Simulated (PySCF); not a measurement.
Cl4Pd, charge -2, singlet, geometry from GFN2-xTB (such geometries of metal compounds can be far from the true shape) (core potentials on Pd) (in this run its highest filled SCF level lies above zero, so its values depend strongly on the basis, on diffuse functions most of all); R2SCAN/def2-SV(P) run with PySCF.

Here is a job for PySCF.
```python
from pyscf import gto, scf, dft

mol = gto.Mole()
mol.atom = '''
    Pd   -0.00000000   -0.00000000   -0.00000000
    Cl    2.19013518   -0.73965983    0.01465684
    Cl    0.73958819    2.19017230    0.01257871
    Cl   -2.19013518    0.73965983   -0.01465684
    Cl   -0.73958819   -2.19017230   -0.01257871
'''
mol.basis = 'def2-sv(p)'
mol.ecp = {'Pd': 'def2-sv(p)'}
mol.charge = -2
mol.verbose = 4
mol.build()

mf = dft.RKS(mol)
mf.xc = 'r2scan'
mf.kernel()
```

Q: Predict the main parts of the log of this PySCF run.

A: 
```
PySCF version 2.14.0

[INPUT] verbose = 4
[INPUT] num. atoms = 5
[INPUT] num. electrons = 88
[INPUT] charge = -2
[INPUT] spin (= nelec alpha-beta = 2S) = 0
[INPUT] symmetry False subgroup None
[INPUT] Mole.unit = angstrom
[INPUT] Symbol           X                Y                Z      unit          X                Y                Z       unit  Magmom
[INPUT]  1 Pd     0.000000000000   0.000000000000   0.000000000000 AA    0.000000000000   0.000000000000   0.000000000000 Bohr   0.0
[INPUT]  2 Cl     2.190135180000  -0.739659830000   0.014656840000 AA    4.138755665975  -1.397754504042   0.027697413452 Bohr   0.0
[INPUT]  3 Cl     0.739588190000   2.190172300000   0.012578710000 AA    1.397619124063   4.138825812609   0.023770316900 Bohr   0.0
[INPUT]  4 Cl    -2.190135180000   0.739659830000  -0.014656840000 AA   -4.138755665975   1.397754504042  -0.027697413452 Bohr   0.0
[INPUT]  5 Cl    -0.739588190000  -2.190172300000  -0.012578710000 AA   -1.397619124063  -4.138825812609  -0.023770316900 Bohr   0.0

nuclear repulsion = 533.459078651741
number of shells = 42
number of NR pGTOs = 194
number of NR cGTOs = 96
basis = def2-sv(p)
ecp = {'Pd': 'def2-sv(p)'}

******** <class 'pyscf.dft.rks.RKS'> ********
method = RKS
initial guess = minao
damping factor = 0
level_shift factor = 0
DIIS = <class 'pyscf.scf.diis.CDIIS'>
diis_start_cycle = 1
diis_space = 8
diis_damp = 0
SCF conv_tol = 1e-09
SCF conv_tol_grad = None
SCF max_cycles = 50
direct_scf = True
direct_scf_tol = 1e-13
XC library pyscf.dft.libxc version 7.1.2
    S. Lehtola, C. Steigemann, M. J. T. Oliveira, and M. A. L. Marques,  SoftwareX 7, 1–5 (2018)
XC functionals = r2scan
    J. W. Furness, A. D. Kaplan, J. Ning, J. P. Perdew, and J. Sun,  J. Phys. Chem. Lett. 11, 8208–8215 (2020)
    J. W. Furness, A. D. Kaplan, J. Ning, J. P. Perdew, and J. Sun,  J. Phys. Chem. Lett. 11, 9248–9248 (2020)
    J. W. Furness, A. D. Kaplan, J. Ning, J. P. Perdew, and J. Sun,  J. Phys. Chem. Lett. 11, 8208–8215 (2020)
    J. W. Furness, A. D. Kaplan, J. Ning, J. P. Perdew, and J. Sun,  J. Phys. Chem. Lett. 11, 9248–9248 (2020)
radial grids:
    Treutler-Ahlrichs [JCP 102, 346 (1995); DOI:10.1063/1.469408] (M4) radial grids

becke partition: Becke, JCP 88, 2547 (1988); DOI:10.1063/1.454033
pruning grids: <function nwchem_prune>
grids dens level: 3
symmetrized grids: False
atomic radii adjust function: <function treutler_atomic_radii_adjust>
small_rho_cutoff = 0
Set gradient conv threshold to 3.16228e-05
Initial guess from minao.
tot grids = 97696
init E= -1957.22039220915
  HOMO = -0.606768989887586  LUMO = -0.603761795756842  gap/eV = 0.08183
cycle= 1 E= -1966.51995815182  delta_E= -9.3  |g|=  2.3  |ddm|= 4.35
  HOMO = 0.437570184826182  LUMO = 0.793242124973263  gap/eV = 9.67833
cycle= 2 E= -1947.19307814546  delta_E= 19.3  |g|= 5.82  |ddm|= 17.5
  HOMO = 0.0498150240645353  LUMO = 0.0749347097918205  gap/eV = 0.68354
cycle= 3 E= -1967.76886881812  delta_E= -20.6  |g|= 1.25  |ddm|= 17.2
  HOMO = 0.0795736637389972  LUMO = 0.158559914048123  gap/eV = 2.14933
cycle= 4 E= -1968.17690306445  delta_E= -0.408  |g|= 0.397  |ddm|= 1.47
  HOMO = 0.132204546605135  LUMO = 0.215164113281919  gap/eV = 2.25744
cycle= 5 E= -1968.20891132479  delta_E= -0.032  |g|= 0.177  |ddm|= 0.617
  HOMO = 0.129955838411281  LUMO = 0.212347455807362  gap/eV = 2.24199
cycle= 6 E= -1968.21586285033  delta_E= -0.00695  |g|= 0.0457  |ddm|= 0.134
  HOMO = 0.135014083673431  LUMO = 0.217105480716799  gap/eV = 2.23382
cycle= 7 E= -1968.21640837092  delta_E= -0.000546  |g|= 0.00567  |ddm|= 0.0564
  HOMO = 0.134709070552606  LUMO = 0.216840939529161  gap/eV = 2.23492
cycle= 8 E= -1968.21641660859  delta_E= -8.24e-06  |g|= 0.0011  |ddm|= 0.00549
  HOMO = 0.134595713768682  LUMO = 0.216733781058623  gap/eV = 2.23509
cycle= 9 E= -1968.21641689824  delta_E= -2.9e-07  |g|= 2.24e-05  |ddm|= 0.00113
  HOMO = 0.134592918442396  LUMO = 0.216731000850069  gap/eV = 2.23509
cycle= 10 E= -1968.21641689836  delta_E= -1.17e-10  |g|= 6.31e-06  |ddm|= 2.31e-05
  HOMO = 0.13459067819006  LUMO = 0.216728951718631  gap/eV = 2.23510
Extra cycle  E= -1968.21641689826  delta_E= 9.6e-11  |g|= 2.03e-05  |ddm|= 2.57e-05
converged SCF energy = -1968.21641689826
```
